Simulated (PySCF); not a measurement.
C₄H₄O₃. Atoms are numbered in the order given.

```xyz
11

C     -1.0575    -1.8537     0.0000
C     -0.5835    -0.6020     0.0000
O     -1.3296     0.5373     0.0000
C     -0.4465     1.6519     0.0000
O      0.8749     1.1547     0.0000
C      0.8556    -0.2170     0.0000
O      1.8405    -0.8980     0.0000
H     -0.3390    -2.6732     0.0000
H     -2.1267    -2.0654     0.0000
H     -0.6148     2.2555     0.9067
H     -0.6148     2.2555    -0.9067
```
Charge 0, spin multiplicity 1.

Geometry optimised at TPSSh-D3(BJ)/def2-SVP. One conformer was computed; it need not be the lowest.

Method: PBE/pcSseg-1 run with PySCF.

GIAO shieldings, no solvent; atoms listed in one row are averaged. δ = σ(ref) − σ: ¹³C against TMS (σ = 182.0 ppm); ¹⁷O against H2O (σ = 334.3 ppm); ¹H against TMS (σ = 31.49 ppm), references at their B3LYP-D3(BJ)/def2-TZVP geometries, non-relativistic.

| nucleus | atoms | count | δ (ppm) |
|---|---|---|---|
| ¹³C | C6 | 1 | 164.1 |
| ¹³C | C2 | 1 | 150.0 |
| ¹³C | C4 | 1 | 103.7 |
| ¹³C | C1 | 1 | 95.4 |
| ¹⁷O | O7 | 1 | 396.4 |
| ¹⁷O | O5 | 1 | 242.7 |
| ¹⁷O | O3 | 1 | 163.4 |
| ¹H | H10, H11 | 2 | 6.12 |
| ¹H | H8 | 1 | 5.56 |
| ¹H | H9 | 1 | 5.19 |
